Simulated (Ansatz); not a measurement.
Reaction (alkene loss): `CC(C)[O][GeH2][F]` → `[OH][GeH2][F]` + propene

Gas-phase electronic energies from Ansatz, PBE0-D4/def2-TZVP geometries. CCSD(T)/CBS adds triple-zeta CCSD(T) − MP2 to the extrapolated MP2 energy (def2 sets, frozen cores). Functionals use def2-TZVPP. B3LYP here is the variant with VWN-RPA as its local correlation; programs differ in this. For Ge outer-core shells are correlated without core-valence functions, which leaves a few kJ/mol of doubt a bond. Scalar relativity is left out up to krypton. One conformer a species, not always the lowest.

Is it downhill or uphill in electronic energy at CCSD(T)/CBS, and by how much? (Best estimate.)

Ansatz gave: Uphill: ΔE = +71.6 kJ/mol.

What do these levels give: revPBE-D4, r2SCAN-D4, B3LYP-D4, B2PLYP, PBE, r2SCAN, r2SCANh, CAM-B3LYP, HF/def2-TZVPP, CCSD(T)/def2-TZVPP, HF/def2-QZVPP, CCSD/CBS(def2)? (Estimate.)

Ansatz gave: revPBE-D4 73.1, r2SCAN-D4 78.7, B3LYP-D4 67.1, B2PLYP 60.5, PBE 63.8, r2SCAN 75.2, r2SCANh 77.0, CAM-B3LYP 66.8, HF/def2-TZVPP 47.4, CCSD(T)/def2-TZVPP 72.0, HF/def2-QZVPP 46.5, CCSD/CBS(def2) 69.7 kJ/mol.

What do rigid-rotor, harmonic-oscillator terms from PBE0-D4/def2-TZVP frequencies (298.15 K, 1 bar) make of the CCSD(T)/CBS value? (An estimate is asked.)

The calculation gave: ΔZPE = -13.2 kJ/mol, ΔH = +61.1 kJ/mol, ΔS = 169 J/(mol·K), ΔG = +10.8 kJ/mol. Modes under 50 cm⁻¹ make the entropy rough.

Largest T1 diagnostic among the species: 0.012.

From r2SCAN to r2SCAN0 (25 % exact exchange), in def2-TZVPP and without D4, ΔE moves by +4.9 kJ/mol. The D4 term adds +18.2 kJ/mol with B3LYP and +10.3 kJ/mol with PBE0; it sums over pairs of atoms, weighted by their polarisabilities, and B3LYP, whose exchange is more repulsive, gets the larger term.
